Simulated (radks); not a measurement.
Results of a calculation; reference values are marked as such.
How relativity changes the ionisation of the rubidium ion Rb2+ ([Ar] 3d10 4s2 4p5) to Rb3+ ([Ar] 3d10 4s2 4p4). Spin-unpolarised spherical Kohn-Sham, PBE, point nucleus unless stated (finite: rms radius 4.2036 fm), a radial shooting solver on a logarithmic mesh with Libxc functionals. A level marked "c x" has the speed of light scaled by that factor and shares open shells by 2j + 1; other Dirac levels either fill j = l - 1/2 first or share by 2j + 1.

level,E(Rb2+) (hartree),E(Rb3+) (hartree),IE (eV),HOMO,<r> HOMO (bohr)
non-rel.,-2938.55644,-2937.08311,40.091,4p,1.645
scalar-rel.,-2980.02934,-2978.55335,40.164,4p,1.637
"scalar-rel., finite nucleus",-2980.00190,-2978.52591,40.164,4p,1.637
"Dirac, 2j+1 shares",-2980.28519,-2978.80879,40.175,4p3/2,1.647
"Dirac, low j first",-2980.29719,-2978.83517,39.784,4p3/2,1.648
"Dirac, 2j+1 shares, finite nucleus",-2980.25772,-2978.78131,40.175,4p3/2,1.647
"Dirac, c x 1.25",-2964.91341,-2963.43816,40.144,4p3/2,1.646
"Dirac, c x 3",-2943.04682,-2941.57317,40.100,4p3/2,1.645
"Dirac, c x 10",-2938.95914,-2937.48579,40.092,4p3/2,1.645

NIST Atomic Spectra Database: 39.247 eV (semi-empirical). The relativistic part of the total energy of Rb2+ is -41.7 hartree (Dirac, 2j+1 shares, finite nucleus), 1.4 % of the non-relativistic value. Spin polarisation and multiplet splitting of open shells are left out at every level.

Beside tabulated values, note that relativity, absent from the non-relativistic runs, is large for the heavy elements, and spin-unpolarised runs miss the spin-polarisation part of the exchange energy of open shells.
